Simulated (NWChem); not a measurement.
MnF$_{2}$, sextet; SMILES [F][Mn][F]

All runs: NWChem. Spin-unrestricted. No stability test was run on the SCF state. Level B3LYP/def2-SVP: optimisations from one semi-empirical or force-field start; each run changes one setting, and all end within 0.3 mHa of each other.

```
setting                                             optimisation steps
--------------------------------------------------  ------------------
redundant internal coordinates, default thresholds                   5
no line search                                                       7
loose thresholds                                                     4
trust radius 0.05                                                    6
```
